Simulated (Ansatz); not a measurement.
Q: Name a neutral molecule of Cl, F, Ge and H with HOMO–LUMO gap (ωB97M-V/def2-TZVPP) between 13.50 and 13.80 eV and size of the dipole moment (PBE/def2-TZVPP) between 1.95 and 2.25 D (Ansatz, PBE0-D4/def2-TZVP geometry).

A: `[F][GeH]([F])[Cl]` (13.58 eV, 2.02 D). Other molecules can fit too; these were computed, each in one conformer that needn't be the lowest.
